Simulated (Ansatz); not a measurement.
One change: `CCCC#N` becomes `CCCO[SiH3]`.

Ansatz, PBE0-D4/def2-TZVP geometries, multiplicity 1. Each molecule was computed in one conformer, which needn't be the lowest.

```tsv
property	`CCCC#N`
LUMO energy (PBE/def2-TZVPP) / eV	-0.34
HOMO–LUMO gap (ωB97M-V/def2-TZVPP) / eV	13.66
HOMO–LUMO gap (B3LYP/def2-TZVPP) / eV	9.26
HOMO energy (PBE/def2-TZVPP) / eV	-7.91
HOMO–LUMO gap (PBE/def2-TZVPP) / eV	7.57
size of the dipole moment (B3LYP/def2-TZVPP) / D	4.24
```

Task: What does the change do to each property? (Best estimate.)

Result: Ansatz gave: 
```json
{"property": "LUMO energy (PBE/def2-TZVPP) / eV", "`CCCO[SiH3]`": "-0.50", "shift": "-0.16"}
{"property": "HOMO–LUMO gap (ωB97M-V/def2-TZVPP) / eV", "`CCCO[SiH3]`": "12.49", "shift": "-1.17"}
{"property": "HOMO–LUMO gap (B3LYP/def2-TZVPP) / eV", "`CCCO[SiH3]`": "8.02", "shift": "-1.24"}
{"property": "HOMO energy (PBE/def2-TZVPP) / eV", "`CCCO[SiH3]`": "-6.58", "shift": "1.33"}
{"property": "HOMO–LUMO gap (PBE/def2-TZVPP) / eV", "`CCCO[SiH3]`": "6.08", "shift": "-1.49"}
{"property": "size of the dipole moment (B3LYP/def2-TZVPP) / D", "`CCCO[SiH3]`": "1.11", "shift": "-3.13"}
```

With PBE0 the HOMO rises by 1.16 eV and the LUMO falls by 0.21 eV, so the gap narrows by about 1.37 eV. PBE moves the HOMO by 1.33 eV and ωB97M-V by 1.11 eV. Dipoles are sizes alone; their direction can turn.

B3LYP here is the variant with VWN-RPA as its local correlation; programs differ in this.
